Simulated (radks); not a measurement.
The nuclear charge of the phosphorus ion P2+ is varied continuously with 13 electrons held in [Ne] 3s2 3p1. All-electron calculation, scalar-relativistic Kohn-Sham, LDA (Slater exchange, Perdew-Wang correlation), spin-unpolarised, spherical densities, finite nucleus; Fermi nuclear charge, rms radius 3.1889 fm. Program: a radial shooting solver on a logarithmic mesh with Libxc functionals. By the Hellmann-Feynman theorem dE/dZ = E(electron-nucleus)/Z, the electronic potential at the nucleus (averaged over a nucleus of fixed radius). The scalar-relativistic energy here is not variational (the density holds large components alone), so the two differ by a part that grows with Z.

| Z | E (hartree) | E(electron-nucleus)/Z (hartree) | HOMO | e(HOMO) (eV) | <r> HOMO (bohr) |
|---|---|---|---|---|---|
| 14 | -288.53390 | -48.9695 | 3p | -11.747 | 2.450 |
| 14.25 | -300.91674 | -50.0728 | 3p | -14.579 | 2.303 |
| 14.5 | -313.57550 | -51.1755 | 3p | -17.634 | 2.175 |
| 14.75 | -326.51007 | -52.2778 | 3p | -20.905 | 2.064 |
| 15 | -339.72038 | -53.3799 | 3p | -24.391 | 1.965 |
| 15.25 | -353.20640 | -54.4818 | 3p | -28.086 | 1.876 |
| 15.5 | -366.96811 | -55.5837 | 3p | -31.990 | 1.797 |
| 15.75 | -381.00553 | -56.6857 | 3p | -36.100 | 1.724 |
| 16 | -395.31868 | -57.7877 | 3p | -40.414 | 1.658 |

The central difference of E at Z = 15 is -53.393 hartree, to compare with the third column; the second derivative is -4.41 hartree.
